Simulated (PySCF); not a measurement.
A GIAO shielding run with PySCF 2.14.0 with density-fitted response routines (density fitting, non-relativistic, gas phase) on `C(CN([SiH2]C#C)C)C=C`, C$_{7}$H$_{13}$NSi:

```
$ OMP_NUM_THREADS=1 python probes_run.py task.json out

{"job": {"kind": "nmr", "xc": "PBE0", "basis": "pcSseg-1"}, "charge": 0, "multiplicity": 1}
C      3.268643    -1.926912    -0.050139
C      2.734283    -1.030311    -0.678423
Si     1.875119     0.340084    -1.572797
N      0.583684     1.062231    -0.676395
C      0.854868     2.026819     0.363371
C     -0.716869     0.431595    -0.622348
C     -0.919348    -0.543328     0.546319
C     -2.249988    -1.220305     0.492774
C     -3.221437    -1.093628     1.398037
H      3.739860    -2.720517     0.502680
H      2.895180     1.389117    -1.858520
H      1.304954    -0.239624    -2.822451
H      0.976425     1.580025     1.369094
H      0.034093     2.764201     0.425132
H      1.779233     2.581070     0.138893
H     -0.886093    -0.107917    -1.570573
H     -1.497717     1.214667    -0.573362
H     -0.810206    -0.010720     1.504981
H     -0.112067    -1.296807     0.506107
H     -2.429294    -1.855781    -0.385285
H     -3.092531    -0.468937     2.288632
H     -4.177751    -1.611933     1.289185
```

Hardware: 1 thread of an Arm Neoverse N1, shared host. The job also computes population analyses, field gradients.

**Question.** How large is the calculation?

**Answer.** 76 electrons, 225 basis functions and 1180 auxiliary functions.

**Question.** How long does it take, and how much memory does it need?

**Answer.** 88 s of wall time, with 14 SCF cycles and 5 response iterations; peak memory 1.1 GiB. Times on a shared host scatter by some tens of per cent.

**Question.** And these other runs on the same molecule and hardware: GIAO shielding at wB97X-D/pcSseg-1?

**Answer.** wB97X-D/pcSseg-1: 225 functions, 110 s.
